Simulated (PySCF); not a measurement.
# Relaxation of doublet TiOBr

Level of theory: PySCF, UPBE0, basis Ti def2-TZVP, O def2-TZVP, Br def2-TZVP (no relativity, density fitting). A (50,194) grid was used.

A hand-made bent start, of Cs symmetry, held to at least that symmetry:

```xyz
3
charge 0 multiplicity 2, angstrom
Ti   -0.9717    0.0000   -0.9038
O    -2.3970    0.0000    0.0942
Br    1.0762    0.0000    0.5301
```

Q: What forces act on the atoms at the start (eV/Å)?

A: 
```json
{"atom": "Ti1", "Fx": "-3.39", "Fy": "0.00", "Fz": "4.16"}
{"atom": "O2", "Fx": "4.01", "Fy": "0.00", "Fz": "-3.36"}
{"atom": "Br3", "Fx": "-0.62", "Fy": "0.00", "Fz": "-0.81"}
```

Q: What does it relax to?

A: It ends at Cs with Ti–Br 2.447 Å, Ti–O 1.605 Å; Br–Ti–O 133.0° (after a last refinement on a finer grid). A frequency run shows a minimum. Other isomers or separated fragments may lie lower.

Q: How much energy is released, and in how many steps?

A: 55.1 kJ/mol in 7 steps.

Other spin states or occupations of the open shell can lie lower.

The relaxation took 25 s on 4 threads of a shared Arm Neoverse V1 host, with 124 basis functions and 8 gradients; the process peaked at 0.63 GiB.
